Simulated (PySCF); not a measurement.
C₂H₆AlF, SMILES [CH3][Al]([CH3])[F] (connectivity only; charge and spin as stated), charge -1, multiplicity 2. Atoms are numbered in the order given.

```xyz
10

Al     0.4688     0.0990     0.0000
C     -0.1660    -0.8552     1.6574
H      0.2127    -1.8918     1.7235
H     -1.2743    -0.9175     1.6479
H      0.1172    -0.3476     2.5962
C     -0.1660    -0.8552    -1.6574
H      0.1172    -0.3476    -2.5962
H     -1.2743    -0.9175    -1.6479
H      0.2127    -1.8918    -1.7235
F     -0.2459     1.6988     0.0000
```
Charge -1, spin multiplicity 2.

Coordinates come from a r2SCAN-D4/def2-SVPD optimisation. The spin state was assumed, not searched. The isomer is the one that the SMILES or the coordinates give; other isomers of the formula were not compared.

Computed with PySCF 2.14.0 with IEF-PCM-PBE0/def2-SVPD.

The values are the electrostatic part of the solvation free energy, E(continuum) − E(gas) at the gas-phase geometry, in a cavity of scaled van der Waals radii (PySCF's table); cavitation and dispersion terms are not included. A continuum can't describe solvent molecules that bind to the metal.

```tsv
solvent	ε	ΔG(elec) (kcal/mol)
water	78.36	-50.9
2-propanol	19.26	-48.7
chlorobenzene	5.70	-41.9
```
